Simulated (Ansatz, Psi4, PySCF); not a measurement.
FGa (SMILES [F][Ga]), singlet, at a GFN2-xTB geometry (such geometries of metal compounds can be far from the true shape). Base run: BLYP/def2-SVPD (PySCF).

Geometry (Å):
```xyz
2

Ga     0.0000     0.0000    -0.4048
F      0.0000     0.0000     1.3943
```
All else is at PySCF's defaults.

The same geometry, method and basis name were run in Ansatz (a quantum-chemistry and plane-wave program) and Psi4 and PySCF, at each program's defaults and at the settings that a row names. The base is PySCF at its defaults. Differences at the defaults can come from grids, fitting, cores and function types together.

```csv
code and settings,ΔE vs base (µEh),basis functions,E (Eh),SCF cycles,dipole (D)
"PySCF, defaults (exact integrals, its default grid, spherical functions)",0.0,61,-2024.51337,10,2.42
"Psi4, defaults (density fitting with its default set, its default grid, spherical functions)",19.7,61,-2024.51335,10,2.42
"Ansatz, defaults (factorised integrals, its default grid, spherical functions)",3.3,61,-2024.51336,-,-
"PySCF, density fitting with def2-universal-jkfit",-38.5,61,-2024.51341,10,2.42
"PySCF, fine grid",3.7,61,-2024.51336,10,2.42
"Psi4, exact integrals, spherical functions, fine grid",5.0,61,-2024.51336,12,2.42
"Ansatz, high accuracy",3.6,61,-2024.51336,-,-
```
